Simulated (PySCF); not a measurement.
Species: `N#C[C@@H]1C[Si@@H]1C[SiH3]`. The columns A, B, C and D hold Mulliken, IAO, Hirshfeld and ESP-fitted charges (e) of one PBE0/pcSseg-1 density (PySCF), in a shuffled order. Coordinates in Å (GFN2-xTB); the density's dipole moment is (0.25, -3.06, 3.24) D.

```json
{"atom": "N1", "x": "-1.062", "y": "1.894", "z": "-1.773", "A": "-0.494", "B": "-0.288", "C": "-0.275", "D": "-0.252"}
{"atom": "C2", "x": "-1.366", "y": "0.942", "z": "-1.207", "A": "+0.408", "B": "+0.138", "C": "+0.139", "D": "+0.069"}
{"atom": "C3", "x": "-1.679", "y": "-0.220", "z": "-0.483", "A": "-0.298", "B": "-0.411", "C": "-0.476", "D": "-0.103"}
{"atom": "C4", "x": "-2.120", "y": "-0.033", "z": "0.989", "A": "-0.454", "B": "-0.518", "C": "-0.409", "D": "-0.159"}
{"atom": "Si5", "x": "-0.427", "y": "-0.833", "z": "0.830", "A": "+0.239", "B": "+0.839", "C": "+0.735", "D": "+0.366"}
{"atom": "C6", "x": "1.124", "y": "0.205", "z": "1.092", "A": "-0.467", "B": "-0.816", "C": "-0.849", "D": "-0.234"}
{"atom": "Si7", "x": "2.484", "y": "-0.039", "z": "-0.227", "A": "+0.438", "B": "+0.613", "C": "+0.489", "D": "+0.322"}
{"atom": "H8", "x": "-2.249", "y": "-0.937", "z": "-1.062", "A": "+0.180", "B": "+0.185", "C": "+0.179", "D": "+0.062"}
{"atom": "H9", "x": "-2.206", "y": "0.999", "z": "1.306", "A": "+0.191", "B": "+0.168", "C": "+0.161", "D": "+0.051"}
{"atom": "H10", "x": "-2.994", "y": "-0.604", "z": "1.271", "A": "+0.186", "B": "+0.166", "C": "+0.156", "D": "+0.051"}
{"atom": "H11", "x": "-0.364", "y": "-2.280", "z": "0.967", "A": "+0.015", "B": "-0.094", "C": "-0.029", "D": "-0.055"}
{"atom": "H12", "x": "1.535", "y": "-0.007", "z": "2.078", "A": "+0.168", "B": "+0.172", "C": "+0.182", "D": "+0.049"}
{"atom": "H13", "x": "0.837", "y": "1.257", "z": "1.093", "A": "+0.186", "B": "+0.180", "C": "+0.192", "D": "+0.053"}
{"atom": "H14", "x": "2.900", "y": "-1.446", "z": "-0.193", "A": "-0.106", "B": "-0.123", "C": "-0.081", "D": "-0.080"}
{"atom": "H15", "x": "1.955", "y": "0.300", "z": "-1.543", "A": "-0.084", "B": "-0.101", "C": "-0.040", "D": "-0.068"}
{"atom": "H16", "x": "3.626", "y": "0.810", "z": "0.117", "A": "-0.108", "B": "-0.111", "C": "-0.075", "D": "-0.073"}
```

Task: Which column most likely holds the ESP-fitted charges?

Result: A. Σ q r misses the density's dipole by 0.02 D (A), 1.02 D (D), 1.75 D (B), 1.81 D (C). Charges fitted to the outside potential are the only set here that is tied to the molecule's multipoles.

Task: And the Hirshfeld charges?

Result: D. The mean sizes are 0.128 e (D), 0.251 e (A), 0.279 e (C), 0.308 e (B), and Hirshfeld charges are commonly the smallest of these schemes.

As computed, A = ESP-fitted, B = IAO, C = Mulliken, D = Hirshfeld. Hydrogens on carbon: ESP-fitted +0.17 to +0.19, IAO +0.17 to +0.19, Mulliken +0.16 to +0.19, Hirshfeld +0.05 to +0.06 e.

The ESP scheme is a least-squares fit of atom-centred charges to the potential on four shells outside the van der Waals surface, with the total charge fixed. The IAO scheme counts the electrons in orthogonalised intrinsic atomic orbitals, a minimal basis polarised so that it spans the occupied orbitals exactly.

Isolated species at its GFN2-xTB geometry (one conformer only).

The values belong to the conformer `[N:1]#[C:2][C@@H:3]1[CH2:4][Si@@H:5]1[CH2:6][SiH3:7]`: C4–Si5–C6–Si7 -134°.
